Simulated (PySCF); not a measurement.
## UHF on Sb²⁺ (antimony, charge +2)

Configuration: [Kr] 4d10 5s1 5p1 6s1, high-spin 4P determinant (an excited configuration). All numbers are calculated (PySCF 2.14, the spin-free X2C one-electron Hamiltonian (Gaussian nucleus), in x2c-TZVPPall with one added diffuse shell each of s, p, d, f type (9s7p5d3f, 76 functions)).

| Quantity | Value |
| --- | --- |
| Total energy | -6476.396230 hartree |
| One-electron energy | -8854.9284 hartree |
| Hartree (Coulomb) energy | 2547.3562 hartree |
| Exchange energy | -168.8240 hartree |
| ⟨S²⟩ | 3.7514 |
| ⟨L²⟩ | 2.662 |
| Sum of ⟨r⟩ | 32.56 bohr |
| Sum of ⟨r²⟩ | 55.91 bohr² |
| Traceless quadrupole moment −½Σ⟨3z² − r²⟩ along its main axis | -7.86 e·bohr² |
| Langevin diamagnetic susceptibility | -44.3 ×10⁻⁶ cm³/mol |

```csv
shell,electrons,mean orbital energy (hartree),spread (hartree),"rms radius, mean of both spins (bohr)"
1s α,1,-1127.00280,0,0.0325
1s β,1,-1126.99415,0,0.0325
2s α,1,-175.74340,0,0.133
2s β,1,-175.73641,0,0.133
2p α,3,-157.70867,0.00172,0.118
2p β,3,-157.70505,0.00421,0.118
3s α,1,-36.66961,0,0.352
3s β,1,-36.65522,0,0.352
3p α,3,-30.63099,0.00182,0.352
3p β,3,-30.62283,0.00978,0.352
3d α,5,-21.38936,0.00636,0.331
3d β,5,-21.38644,0.00874,0.331
4s α,1,-7.37378,0,0.843
4s β,1,-7.34082,0,0.843
4p α,3,-5.42808,0.00426,0.911
4p β,3,-5.41041,0.02462,0.911
4d α,5,-2.50610,0.01727,1.10
4d β,5,-2.48773,0.02935,1.10
5s α,1,-1.43748,0,2.18
5p α,1,-1.04605,0,2.60
6s α,1,-0.49802,0,4.87
```

The outer electron is Rydberg-like, and this basis confines it to a smaller radius and binds it less than a complete one would.

Densities and radii are taken from the X2C orbitals without a picture-change correction, which distorts them close to the nucleus.

Spin-orbit constants ζ (cm⁻¹) from the X2C one-electron operator on these orbitals: bare nucleus, nucleus screened by l(l+1)(2l+1)/3 electrons, and screened by the Breit-Pauli mean field of the electrons.

```tsv
shell	bare	screened nucleus	mean field
2p	1344000	1292000	1269000
3p	251700	241800	236900
3d	37920	30480	29280
4p	43530	41820	40880
4d	4787	3848	3624
5p	4559	4380	4272
```

To first order the Landé constant is A = 1424 cm⁻¹, so the lowest level has J = 1/2 and lies 0.441 eV below the centre of the term. This holds in LS coupling only.
